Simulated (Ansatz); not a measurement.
CH₄BrInS (`[CH3][In]([SH])[Br]`) at its PBE0-D4/def2-TZVP geometry, where that method's forces vanish. The species carries charge 0 and has multiplicity 1. In: def2 effective core potential.

```xyz
8

C    -0.1057    1.5320   -0.4308
In    0.1361   -0.5263    0.0667
S    -1.1706   -1.8648    1.5315
Br    1.9956   -1.8313   -0.9408
H     0.0951    2.1404    0.4513
H    -1.1291    1.7106   -0.7603
H     0.5928    1.7918   -1.2242
H    -0.4141   -2.9524    1.3066
```

What forces (eV/Å) does ωB97M-V/def2-TZVPP give on these atoms in Ansatz 0.2.0? (Best estimate.)

The calculation gave: 
```
C1   0.005 -0.039  0.008
In2  0.013 -0.032  0.001
S3   0.091 -0.032 -0.061
Br4 -0.061  0.044  0.033
H5  -0.021 -0.029 -0.085
H6   0.089  0.010  0.025
H7  -0.066  0.002  0.065
H8  -0.050  0.075  0.015
```
